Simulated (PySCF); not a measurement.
## Ag: excitation energy

Ag [Kr] 4d10 5s1 (2S) → Ag [Kr] 4d10 5p1 (2P), as a difference of total energies. Computed with PySCF 2.14 in def2-QZVPPD with the def2 core potential (28 electrons) (7s5p4d4f2g, 88 functions), with a scalar-relativistic core potential. Correlated levels: valence: 4s2 4p6 frozen; valence and next inner shell: nothing frozen outside the core potential. The calculations carry no spin-orbit coupling.

```json
{"method": "UHF", "excitation energy (eV)": "3.079", "error (eV)": "-0.661"}
{"method": "LDA", "excitation energy (eV)": "4.061", "error (eV)": "+0.321"}
{"method": "PBE", "excitation energy (eV)": "3.843", "error (eV)": "+0.103"}
{"method": "PBE0", "excitation energy (eV)": "3.698", "error (eV)": "-0.042"}
{"method": "r2SCAN", "excitation energy (eV)": "3.819", "error (eV)": "+0.079"}
{"method": "BHandHLYP", "excitation energy (eV)": "3.634", "error (eV)": "-0.106"}
{"method": "wB97X-V", "excitation energy (eV)": "3.697", "error (eV)": "-0.043"}
{"method": "TPSSh", "excitation energy (eV)": "3.735", "error (eV)": "-0.005"}
{"method": "PW91", "excitation energy (eV)": "3.876", "error (eV)": "+0.136"}
{"method": "MP2 (valence)", "excitation energy (eV)": "3.778", "error (eV)": "+0.038"}
{"method": "SCS-MP2 (valence)", "excitation energy (eV)": "3.687", "error (eV)": "-0.053"}
{"method": "MP2 (valence and next inner shell)", "excitation energy (eV)": "3.880", "error (eV)": "+0.140"}
{"method": "SCS-MP2 (valence and next inner shell)", "excitation energy (eV)": "3.760", "error (eV)": "+0.020"}
```

Reference: 3.740 eV (measured; NIST levels, between the centres of gravity of the two terms).

Errors of the correlated levels include the incompleteness of this basis and the frozen core.
